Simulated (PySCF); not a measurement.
Species: C3H10Si3.
Bonds: C1–C2, C2–C3 (triple), C3–Si4, Si4–Si5, Si5–Si6. Hydrogens: H7, H8, H9 on C1; H10, H11 on Si4; H12, H13 on Si5; H14, H15, H16 on Si6.

Level: wB97X-D/def2-SVPD in PySCF, non-relativistic, on one gas-phase PBE0-D3(BJ)/def2-SVP geometry that isn't relaxed in the solvent. The solvent is an IEF-PCM continuum (van der Waals radii × 1.2), and excitations are vertical TDDFT with non-equilibrium linear response and a frozen core. The model holds no explicit solvent molecules, cavitation or dispersion.

Gas-phase singlets (H = HOMO, L = LUMO):

| state | E (eV) | λ (nm) | f | leading configuration |
| --- | --- | --- | --- | --- |
| S1 | 5.775 | 215 | 0.003 | H→L 36% |
| S2 | 6.031 | 206 | 0.018 | H→L+1 42% |
| S3 | 6.081 | 204 | 0.003 | H-1→L+1 65% |
| S4 | 6.724 | 184 | 0.080 | H→L+2 45% |
| S5 | 6.839 | 181 | 0.053 | H→L+4 26% |

Task: Give the list for cyclohexane (ε = 2.017), n² = 2.04.

Result: 
```tsv
state	E (eV)	λ (nm)	f	leading configuration	change by rank (eV)
S1	5.787	214	0.006	H→L 38%	+0.012
S2	6.032	206	0.029	H→L+1 43%	+0.001
S3	6.090	204	0.005	H-1→L+1 66%	+0.009
S4	6.683	186	0.148	H→L+2 47%	-0.041
S5	6.825	182	0.084	H→L+4 28%	-0.014
```

Task: How do the frontier levels move from gas to cyclohexane?

Result: 
```tsv
orbital	gas (eV)	solvent (eV)	change (eV)	Löwdin shares, gas	Löwdin shares, solvent
LUMO+2	1.80	1.81	+0.01	Si4 22 %, Si5 13 %, C3 13 %, C2 12 %	Si4 24 %, Si5 14 %, C3 13 %, C2 12 %
LUMO+1	1.57	1.59	+0.02	Si5 17 %, C2 17 %, Si4 16 %, C3 16 %	Si5 18 %, C2 17 %, Si4 17 %, C3 16 %
LUMO	1.47	1.48	+0.01	Si4 23 %, Si6 17 %, Si5 13 %, H10 9 %	Si4 23 %, Si6 17 %, Si5 13 %, H10 10 %
HOMO	-9.15	-9.13	+0.02	C3 22 %, C2 21 %, Si5 18 %, Si4 16 %	C3 22 %, C2 21 %, Si5 18 %, Si4 16 %
HOMO-1	-9.61	-9.60	+0.01	C3 38 %, C2 35 %, Si4 8 %, C1 7 %	C3 38 %, C2 35 %, Si4 8 %, C1 7 %
HOMO-2	-10.00	-9.99	+0.01	Si6 26 %, Si5 26 %, C3 11 %, C2 9 %	Si6 26 %, Si5 26 %, C3 11 %, C2 9 %
HOMO-3	-10.77	-10.77	0.00	Si5 22 %, Si4 16 %, C3 14 %, Si6 10 %	Si5 22 %, Si4 16 %, C3 14 %, Si6 10 %
```

The HOMO–LUMO gap goes from 10.61 to 10.62 eV.

Shape of the structure used: `[CH3:1][C:2]#[C:3][SiH2:4][SiH2:5][SiH3:6]`: C3–Si4–Si5–Si6 53°.
